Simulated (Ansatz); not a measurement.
Consider the substitution at a C–C bond: `C=C=CCCl` + `[SiH3][TeH]` → `[SiH3][Te]CCl` + `C=C=C`.

Gas-phase electronic energies from Ansatz, PBE0-D4/def2-TZVP geometries. CBS: MP2 limit from def2 TZ/QZ plus the TZ coupled-cluster correction, frozen cores. This one scheme is used for every species. def2 core potentials past Kr. For Te outer-core shells are correlated without core-valence functions, which leaves a few kJ/mol of doubt a bond. One conformer a species, not always the lowest.

`C=C=CCCl`:

```xyz
10

C     1.895   -0.409   -0.865
C     0.877    0.118   -0.256
C    -0.150    0.641    0.350
C    -1.494    0.004    0.358
Cl   -1.991   -0.443    2.025
H     2.566   -1.088   -0.349
H     2.107   -0.185   -1.906
H    -0.041    1.584    0.880
H    -2.263    0.686   -0.004
H    -1.507   -0.908   -0.235
```

`[SiH3][TeH]`:

Z-matrix (Å, degrees):
```
Si
Te 1 2.494
H 1 1.484 2 111.4
H 1 1.484 2 111.4 3 122.4
H 1 1.484 2 104.9 3 -118.8
H 2 1.658 1 91.7 3 -60.9
```

`[SiH3][Te]CCl`:

Z-matrix (Å, degrees):
```
Si
Te 1 2.490
H 1 1.484 2 105.9
H 1 1.486 2 111.2 3 119.5
H 1 1.486 2 111.2 3 -119.5
C 2 2.161 1 93.4 3 179.9
Cl 6 1.765 2 110.3 1 179.4
H 6 1.086 2 109.4 1 60.4
H 6 1.086 2 109.4 1 -61.5
```

`C=C=C`:

```xyz
7

C     0.585   -1.122    0.297
C     0.000    0.000    0.000
C    -0.585    1.122   -0.297
H     0.063   -1.898    0.846
H     1.611   -1.314    0.004
H    -0.540    1.973    0.375
H    -1.134    1.240   -1.225
```

| species | CCSD(T)/def2-TZVPP energy (Eh) |
| --- | --- |
| `C=C=CCCl` | -614.80477 |
| `[SiH3][TeH]` | -558.90529 |
| `[SiH3][Te]CCl` | -1057.26684 |
| `C=C=C` | -116.43543 |

Work out ΔE.

ΔE = (-1057.26684) + (-116.43543) − (-614.80477) − (-558.90529) = 0.00779 Eh = +0.21 eV. CCSD(T)/CBS gives +0.15 eV.

Largest T1 diagnostic among the species: 0.012.

The D4 term adds −0.04 eV with B3LYP and −0.02 eV with PBE0; it sums over pairs of atoms, weighted by their polarisabilities, and B3LYP, whose exchange is more repulsive, gets the larger term. In def2-TZVPP, CCSD(T) changes the Hartree–Fock value by −0.12 eV (the triples alone add −0.02 eV) and MP2 by −0.16 eV.

B3LYP here is the variant with VWN-RPA as its local correlation; programs differ in this.
